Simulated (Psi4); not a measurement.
Pair of molecules, SMILES N with SMILES C[SiH3] (the first has 4 atoms); geometry from B3LYP-D3(BJ)/def2-TZVP.
(charge 0, multiplicity 1):
| atom | x (Å) | y (Å) | z (Å) |
|---|---|---|---|
| N | 0.4145 | -0.6255 | -0.3634 |
| H | 1.2900 | -0.5281 | 0.1377 |
| H | -0.0930 | 0.2452 | -0.2563 |
| H | -0.1221 | -1.3470 | 0.1040 |
| C | -0.4179 | 0.5916 | 4.9703 |
| Si | -0.1363 | 0.1799 | 3.1625 |
| H | -0.9900 | -0.1957 | 5.4646 |
| H | -0.9709 | 1.5269 | 5.0750 |
| H | 0.5317 | 0.7004 | 5.4976 |
| H | 0.6154 | -1.0916 | 3.0277 |
| H | 0.6409 | 1.2542 | 2.4981 |
| H | -1.4307 | 0.0343 | 2.4532 |

The numbers are results of SAPT0/jun-cc-pV(D+d)Z (Psi4 1.11), not measurements.

### Question
Give the four SAPT terms and the total, and say what mostly holds the pair together.

### Answer
electrostatics -48.9, exchange 92.9, induction -8.5, dispersion -42.4, total -6.9 meV; the largest attraction is electrostatics.
